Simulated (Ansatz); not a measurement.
Reaction (formal hydrolysis of the Si–F bond): `O[SiH](O)S[SiH](O)F` + H₂O → `O[SiH](O)S[SiH](O)O` + H–F

Gas-phase electronic energies from Ansatz, PBE0-D4/def2-TZVP geometries. CCSD(T)/CBS adds triple-zeta CCSD(T) − MP2 to the extrapolated MP2 energy (def2 sets, frozen cores). This one scheme is used for every species. DFT in def2-TZVPP. B3LYP here is the variant with VWN-RPA as its local correlation; programs differ in this. Each species was taken in one conformer, which may not be the lowest.

`O[SiH](O)S[SiH](O)F`:

```xyz
12

O    -1.957    1.931    0.531
Si   -1.119    0.550    0.313
O    -0.375    0.167    1.731
S     0.296    0.892   -1.248
Si    1.354   -0.962   -1.124
O     1.639   -1.404    0.407
F     0.495   -2.081   -1.862
H    -2.071    2.527   -0.211
H    -1.968   -0.619    0.023
H     0.039    0.893    2.205
H     2.622   -0.827   -1.857
H     1.045   -1.067    1.092
```

H₂O:

```xyz
3

O    -0.191    0.115    0.319
H    -0.305    0.438   -0.578
H     0.496   -0.553    0.259
```

`O[SiH](O)S[SiH](O)O`:

```xyz
13

O     1.692   -2.493   -0.211
Si    1.245   -1.064   -0.848
O    -0.239   -1.195   -1.504
S     1.268    0.514    0.628
Si   -0.816    0.852    0.865
O    -0.989    2.177    1.805
O    -1.576    1.119   -0.575
H     1.111   -2.902    0.433
H     2.303   -0.741   -1.822
H    -0.818   -0.420   -1.508
H    -1.518   -0.319    1.421
H    -0.224    2.491    2.289
H    -1.438    1.982   -0.974
```

H–F:

```xyz
2

F    -0.054    0.157   -0.429
H     0.054   -0.157    0.429
```

| level | ΔE (kJ/mol) | difference from CCSD(T)/CBS |
| --- | --- | --- |
| PBE-D4 | 39.6 | -1.2 |
| B3LYP-D4 | 42.2 | 1.4 |
| B2PLYP | 43.0 | 2.2 |
| PBE0 | 40.8 | 0.0 |
| HF/def2-TZVPP | 47.5 | 6.7 |
| MP2/def2-TZVPP | 37.7 | -3.1 |
| CCSD/def2-TZVPP | 41.0 | 0.2 |
| CCSD(T)/def2-TZVPP | 39.6 | -1.2 |
| HF/def2-QZVPP | 49.1 | 8.3 |
| MP2/CBS(def2) | 38.9 | -1.9 |
| CCSD(T)/CBS | 40.8 | 0 |

Largest T1 diagnostic among the species: 0.012.

The D4 term adds −3.3 kJ/mol with B3LYP and −1.8 kJ/mol with PBE0; it sums over pairs of atoms, weighted by their polarisabilities, and B3LYP, whose exchange is more repulsive, gets the larger term. In def2-TZVPP, CCSD(T) changes the Hartree–Fock value by −7.9 kJ/mol (the triples alone add −1.4 kJ/mol) and MP2 by −9.8 kJ/mol.
